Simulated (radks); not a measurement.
Results of a calculation; reference values are marked as such.
Tl I, configuration [Hg] 6p1. Level of theory: scalar-relativistic Kohn-Sham, LDA (Slater exchange, Perdew-Wang correlation), spin-polarised, spherical densities, point nucleus; open shells are filled with parallel spins first (spin-orbit coupling, left out, can overturn this in heavy ions); hard spherical wall at 7 bohr (a radial shooting solver on a logarithmic mesh with Libxc functionals).

Normalised radial functions P(r) = r R(r), r in bohr:

```
   r/bohr * 5p up, o 5d up, + 6p up (the largest magnitude, 1.18, reaches the edge; | marks zero, & curves that meet)
   0.0015                             &
 0.001747                             &
 0.002017                             &
 0.002348                             &
 0.002712                             &
 0.003157                             &
 0.003646                             &*
 0.004245                             &*
 0.004902                             &*
 0.005707                             &*
 0.006591                             &*
 0.007673                             & *
 0.008861                             o+*
  0.01032                             o+ *
  0.01191                             o+ *
  0.01387                             o+  *
  0.01615                             o+  *
  0.01865                             o+   *
  0.02171                             |&    *
  0.02507                             |o+   *
  0.02919                             |o+    *
  0.03371                             | &    *
  0.03924                             | &    *
  0.04532                             | +o  *
  0.05276                             |+  o*
  0.06093                             |+ * o
  0.07093                             &     o
  0.08191                          * +|      o
  0.09536                      *    + |      o
   0.1101                    *      + |      o
   0.1282                   *       + |     o
   0.1481                    *      + |    o
   0.1724                       *    +| o
   0.1991                           o*+
   0.2318                        o    |+    *
   0.2676                    o        |  +       *
   0.3116                   o         |   +          *
   0.3627                   o         |  +          *
   0.4189                     o       | +      *
   0.4877                         o   +*
   0.5632                    *     +  | o
   0.6557           *            +    |        o
   0.7572     *                 +     |             o
   0.8815  *                     +    |                  o
    1.018   *                     +   |                    o
    1.185       *                    +|                    o
    1.369            *                |  +                o
    1.593                  *          |     +          o
     1.84                      *      |        +    o
    2.142                         *   |         o +
    2.474                           * |       o    +
     2.88                            *|    o        +
    3.326                             *  o         +
    3.873                             * o         +
    4.472                             *o        +
    5.207                             &      +
    6.013                             &   +
        7                             &
```

5p up: eigenvalue -75.568 eV, 3 radial nodes at r = 0.0705, 0.203, 0.495 bohr, <r> = 1.01 bohr, 90 % of the charge inside 1.46 bohr. 5d up: eigenvalue -14.986 eV, 2 radial nodes at r = 0.186, 0.535 bohr, <r> = 1.40 bohr, 90 % of the charge inside 2.16 bohr. 6p up: eigenvalue -1.981 eV, 4 radial nodes at r = 0.0703, 0.202, 0.483, 1.23 bohr, <r> = 3.28 bohr, 90 % of the charge inside 4.77 bohr.
